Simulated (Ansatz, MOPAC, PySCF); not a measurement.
Molecule: C₃H₁₂NSi, net charge 1, singlet state. SMILES: [Si]([NH3+])(C)(C)C
Coordinates optimised at B3LYP-D3(BJ)/def2-TZVP (Ansatz, a quantum-chemistry and plane-wave program):
```xyz
17

C      1.1188    -1.5253    -0.0999
Si     0.0712    -0.0020    -0.1574
C     -1.4098    -0.0941    -1.2617
C      0.9951     1.6001    -0.1946
N     -0.7265     0.0199     1.6057
H      1.6282    -1.6432    -1.0600
H      1.8931    -1.4691     0.6680
H      0.5291    -2.4299     0.0623
H     -2.0656     0.7720    -1.1513
H     -1.9957    -1.0007    -1.0972
H     -1.0768    -0.1127    -2.3028
H      1.7698     1.6514     0.5731
H      0.3355     2.4634    -0.0854
H      1.4954     1.6998    -1.1615
H     -1.3514     0.8179     1.7303
H     -1.2774    -0.8212     1.7841
H     -0.0206     0.0759     2.3416
```
Charge +1, spin multiplicity 1.

Unscaled harmonic wavenumbers (cm⁻¹) in rising order, each level at the stationary point that it reaches from this structure (no distance between atoms moves by over 0.3 Å); the order of modes can differ between levels, and a negative number is imaginary. B3LYP-D3(BJ)/def2-TZVP (PySCF, at the structure above): 117, 151, 161, 161, 185, 185, 232, 233, 233, 506, 629, 684, 684, 703, 733, 733, 831, 831, 862, 915, 915, 1314, 1314, 1322, 1394, 1444, 1444, 1445, 1459, 1459, 1464, 1651, 1651, 3032, 3032, 3034, 3099, 3099, 3100, 3109, 3110, 3110, 3409, 3495, 3495.

AM1 (MOPAC): -85, 58, 61, 61, 178, 178, 219, 219, 237, 488, 605, 715, 715, 774, 774, 786, 852, 852, 872, 906, 906, 1364, 1364, 1364, 1367, 1370, 1370, 1381, 1381, 1382, 1588, 1687, 1687, 3017, 3017, 3019, 3048, 3048, 3048, 3152, 3152, 3154, 3304, 3304, 3437. Zero-point energy 93.6 against 94.6 kcal/mol; where all levels lie over 400 cm⁻¹, the wavenumbers are on average 1.004 times those of B3LYP-D3(BJ)/def2-TZVP. This level finds the structure a saddle point. The zero-point energy leaves imaginary modes out.

PM7 (MOPAC): 84, 119, 130, 131, 186, 186, 241, 241, 243, 615, 675, 726, 726, 791, 791, 803, 870, 870, 890, 938, 938, 1235, 1244, 1244, 1250, 1250, 1251, 1295, 1295, 1310, 1497, 1579, 1579, 2601, 2601, 2606, 2609, 2610, 2622, 2625, 2625, 2707, 2724, 2724, 2735. Zero-point energy 84.4 against 94.6 kcal/mol; where all levels lie over 400 cm⁻¹, the wavenumbers are on average 0.944 times those of B3LYP-D3(BJ)/def2-TZVP.

HF/3-21G (Ansatz): 96, 133, 139, 139, 195, 195, 239, 239, 244, 553, 644, 773, 773, 824, 824, 839, 960, 960, 1009, 1040, 1040, 1498, 1498, 1508, 1601, 1605, 1605, 1608, 1622, 1622, 1624, 1835, 1835, 3184, 3184, 3185, 3252, 3252, 3253, 3258, 3259, 3259, 3537, 3627, 3627. Zero-point energy 101.8 against 94.6 kcal/mol; where all levels lie over 400 cm⁻¹, the wavenumbers are on average 1.100 times those of B3LYP-D3(BJ)/def2-TZVP.
